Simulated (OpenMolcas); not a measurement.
## Tc2+: moving or changing the point charges

Tc2+ among 6 point charges of -1.7 e arranged as an octahedron (Oh), 2.25 Å from the ion.
```
   2.2500    0.0000    0.0000  -1.70
   0.0000    2.2500    0.0000  -1.70
  -2.2500    0.0000    0.0000  -1.70
   0.0000   -2.2500    0.0000  -1.70
   0.0000    0.0000    2.2500  -1.70
   0.0000    0.0000   -2.2500  -1.70
```

- Program: OpenMolcas 26.06
- Method: CASSCF
- Basis: ANO-RCC-VDZP [6s5p3d1f]
- Scalar Hamiltonian: DKH2, point nucleus
- Active space: 5 electrons in 5 orbitals (4d)
- State averaging: 2S+1 = 6 even, 1 root; 2S+1 = 4 even, 24 roots; 2S+1 = 2 even, 75 roots
- Spin-orbit coupling: state interaction with AMFI integrals over the reference wave functions

Runs around this geometry, states (labels of O, the rotations of Oh). Energies in cm-1 above the lowest state or level, χT in cm3 K/mol; 10Dq and B are least-squares fits to the states below 45000 cm-1, weighted by degeneracy, with a free offset, and given where the rms deviation is under 5 % of |10Dq| (or 100 cm-1) and under 700 cm-1.

```tsv
R (Å)	q (e)	Ground state	10Dq	B (rms of fit)	First gap with spin-orbit (degeneracies)	χT at 300 K	First state of another spin
2.25	-1.36	6A1	6346	802 (198)	0.1 (2, 4)	4.376	4T1 19713
2.13	-1.7	6A1	9816	807 (342)	0.3 (2, 4)	4.373	4T1 15947
2.25	-1.7	6A1	7856	805 (256)	0.2 (2, 4)	4.375	4T1 18178
2.39	-1.7	6A1	6026	803 (202)	0.1 (2, 4)	4.377	4T1 20043
```

Taking |10Dq| as R^-n, n = -ln(6026 / 9816) / ln(2.39 / 2.13) = 4.2 between the shortest and longest distance. The point-charge formula for a cubic d site gives n = 5.

Scaling the charges by -1.36 / -1.7 = 0.80 scales |10Dq| by 6346 / 7856 = 0.81; with fixed orbitals a first-order splitting would follow the charge.

Without dynamic correlation the repulsion within the d shell is too large (B by tens of per cent), so at a given field states of lower spin stand too high. Point charges give a weaker field than real ligands, and real ions of this kind are as a rule low spin; the high spin found here belongs to the model. This is an electrostatic model: the charges have no orbitals. No measured value stands beside these numbers.
